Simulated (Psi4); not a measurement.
C4H5, doublet (typed; the unrestricted solution is spin-contaminated), geometry from GFN2-xTB; Psi4 with HF/6-311G**.

Psi4 was given this input:
```
memory 2 GB

molecule {
0 2
C     0.60085967    1.81351297    0.01556469
C     0.61610420    0.51445077    0.00328056
C    -0.56525911   -0.35580246   -0.00191456
C    -0.48769899   -1.67890196   -0.01458395
H    -0.11254112    2.60487760    0.02484085
H     1.56076214   -0.02055891   -0.00416798
H    -1.52208225    0.14758648    0.00526689
H     0.45913300   -2.19376719   -0.02184815
H    -1.36930637   -2.29769393   -0.01817201
}

set {
  basis 6-311g**
  reference uhf
  scf_type pk
  puream true
  d_convergence 1e-8
}

energy('scf')
print_variables()
```

Write the output that Psi4 gives for this input, abridged.


```
   => Loading Basis Set <=

    Name: 6-311G**
    Role: ORBITAL
    Keyword: BASIS

         ---------------------------------------------------------
                                   SCF
               by Justin Turney, Rob Parrish, Andy Simmonett
                          and Daniel G. A. Smith
                              UHF Reference
         ---------------------------------------------------------

  ==> Geometry <==

    Molecular point group: c1
    Full point group: C1

    Geometry (in Angstrom), charge = 0, multiplicity = 2:

       Center              X                  Y                   Z               Mass
    ------------   -----------------  -----------------  -----------------  -----------------
         C            0.582451852477     1.780597885095     0.015301293868    12.000000000000
         C            0.597696382477     0.481535685095     0.003017163868    12.000000000000
         C           -0.583666927523    -0.388717544905    -0.002177956132    12.000000000000
         C           -0.506106807523    -1.711817044905    -0.014847346132    12.000000000000
         H           -0.130948937523     2.571962515095     0.024577453868     1.007825032230
         H            1.542354322477    -0.053473994905    -0.004431376132     1.007825032230
         H           -1.540490067523     0.114671395095     0.005003493868     1.007825032230
         H            0.440725182477    -2.226682274905    -0.022111546132     1.007825032230
         H           -1.387714187523    -2.330609014905    -0.018435406132     1.007825032230

  Running in c1 symmetry.

  Rotational constants: A =      1.50283  B =      0.15872  C =      0.14356 [cm^-1]
  Rotational constants: A =  45053.57502  B =   4758.19249  C =   4303.67347 [MHz]
  Nuclear repulsion =   97.433228447337427

  Charge       = 0
  Multiplicity = 2
  Electrons    = 29
  Nalpha       = 15
  Nbeta        = 14

  ==> Algorithm <==

  SCF Algorithm Type is PK.
  DIIS enabled.
  MOM disabled.
  Fractional occupation disabled.
  Guess Type is SAD.
  Energy threshold   = 1.00e-06
  Density threshold  = 1.00e-08
  Integral threshold = 1.00e-12

  ==> Primary Basis <==

  Basis Set: 6-311G**
    Blend: 6-311G**
    Number of shells: 52
    Number of basis functions: 102
    Number of Cartesian functions: 106
    Spherical Harmonics?: true
    Max angular momentum: 2

  ==> Integral Setup <==

  Using in-core PK algorithm.
   Calculation information:
      Number of atoms:                   9
[...]
   @UHF iter  20:  -154.31874712709845   -4.18169e-10   2.51562e-08 DIIS
   @UHF iter  21:  -154.31874712711630   -1.78488e-11   7.06701e-09 DIIS
  Energy and wave function converged.

  ==> Post-Iterations <==

   @Spin Contamination Metric:   4.694895004E-01
   @S^2 Expected:                7.500000000E-01
   @S^2 Observed:                1.219489500E+00
   @S   Expected:                5.000000000E-01
   @S   Observed:                5.000000000E-01

    Orbital Energies [Eh]
    ---------------------

    Alpha Occupied:

[...]
    Alpha Virtual:

[...]
    Beta Occupied:

[...]
    Beta Virtual:

[...]
     102A     25.575712

    Final Occupation by Irrep:
              A
    DOCC [    14 ]
    SOCC [     1 ]
    NA   [    15 ]
    NB   [    14 ]

  @UHF Final Energy:  -154.31874712711630

   => Energetics <=

    Nuclear Repulsion Energy =             97.4332284473374273
    One-Electron Energy =                -399.6187391947369179
    Two-Electron Energy =                 147.8667636202831659
    Total Energy =                       -154.3187471271162963

  UHF NO Occupations:
  HONO-2 :   13  A 1.9496579
  HONO-1 :   14  A 1.8051825
  HONO-0 :   15  A 1.0000000
  LUNO+0 :   16  A 0.1948175
  LUNO+1 :   17  A 0.0503421
  LUNO+2 :   18  A 0.0038913
  LUNO+3 :   19  A 0.0020703

Computation Completed

Properties will be evaluated at   0.000000,   0.000000,   0.000000 [a0]

Properties computed using the SCF density matrix

 Multipole Moments:

 ------------------------------------------------------------------------------------
     Multipole            Electronic (a.u.)      Nuclear  (a.u.)        Total (a.u.)
 ------------------------------------------------------------------------------------

 L = 1.  Multiply by 2.5417464519 to convert [e a0] to [Debye]
 Dipole X            :          0.7790562           -1.0087862           -0.2297300
 Dipole Y            :          1.7006336           -1.8038144           -0.1031808
 Dipole Z            :          0.0140469           -0.0144346           -0.0003877
 Magnitude           :                                                    0.2518379

 ------------------------------------------------------------------------------------

  Variable Map:
  ----------------------------------------------------------------------------
[...]
  Array Variable Map:
  ----------------------------------------------------------------------------
[...]
[...]
```
